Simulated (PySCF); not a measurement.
## ORD: SMILES CN(C)C(Cl)=C=CCl, C₅H₇Cl₂N

Cartesian coordinates in Å; atom numbers follow the order of the lines, from 1:
```xyz
15

C    -0.588   -1.181   -0.283
N    -0.442    0.254   -0.247
C    -1.449    0.964    0.509
C     0.850    0.721   -0.296
Cl    1.026    2.454   -0.469
C     1.947   -0.017   -0.310
C     3.033   -0.736   -0.344
Cl    4.009   -1.076    1.067
H     0.016   -1.596   -1.103
H    -0.265   -1.668    0.658
H    -1.644   -1.429   -0.460
H    -1.418    0.717    1.588
H    -1.311    2.045    0.396
H    -2.444    0.700    0.121
H     3.449   -1.198   -1.246
```

Theory: TDDFT CAM-B3LYP/aug-cc-pVDZ circular dichroism and optical rotation, one conformer, gas phase (PySCF 2.14.0). Geometry: PBE0-D3(BJ)/def2-SVP.

No stereocentre is labelled: unless the shape is locked (an allene, a helicene, a hindered biaryl), the mirror image is equally populated and a measured rotation or CD is zero.

Task: Give the optical rotatory dispersion at 633, 589.3, 546, 436, 405, 365, 355 nm.

Result: [α] in deg dm⁻¹ (g/mL)⁻¹:
| λ (nm) | origin-invariant length gauge | modified velocity gauge | length gauge (centre of mass) | isotropic polarisability (au) |
| --- | --- | --- | --- | --- |
| 633 | +186.0 | +175.8 | +179.7 | 113.3 |
| 589.3 | +217.6 | +205.5 | +210.3 | 114.0 |
| 546 | +257.4 | +242.9 | +248.7 | 115.0 |
| 436 | +414.5 | +388.4 | +399.9 | 119.3 |
| 405 | +468.5 | +436.3 | +451.2 | 121.4 |
| 365 | +472.7 | +427.8 | +450.7 | 125.4 |
| 355 | +423.6 | +374.1 | +400.3 | 126.8 |

Task: And for the mirror image at 589.3 nm?

Result: -217.6 deg dm⁻¹ (g/mL)⁻¹ (origin-invariant length gauge): the same size and the opposite sign.

Task: What is the molar rotation [Φ] = [α]·M/100 of the geometry above at 589.3 nm?

Result: With M = 152.02 g/mol, +330.8 deg cm² dmol⁻¹ (origin-invariant length gauge).

The first excitation lies at 4.14 eV (300 nm) with R = -8.1 × 10⁻⁴⁰ esu² cm² (velocity form).
